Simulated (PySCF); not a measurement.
## A small calculation by hand: refractive index and permittivity of the vapour

BH₆N, SMILES [BH3-][NH3+].

Geometry: PBE-D3(BJ)/def2-TZVP.

PySCF with PBE0/def2-TZVPD gives a mean static polarisability of 32.4 bohr³ and a dipole moment of 5.33 D. Take an ideal gas at 298.15 K and 1 bar, whether or not the substance is that volatile.

Q: Work out n − 1 in the optical limit and the static ε − 1.

A: 
Polarisability volume α' = 32.4 × 0.148185 = 4.80 Å³. Number density N = p/kT = 2.43e-5 Å⁻³.
Dilute limit of Lorentz–Lorenz: n − 1 = 2π N α' = 0.00073.
Orientation term of Debye: μ²/(3kT) = 8.098 Å³ × μ²(D²) = 230.05 Å³.
ε − 1 = 4π N (α' + μ²/3kT) = 0.072. Orientation of the dipole supplies 98 % of the static response; it can't follow optical fields. Vibrational polarisation and dispersion are left out.
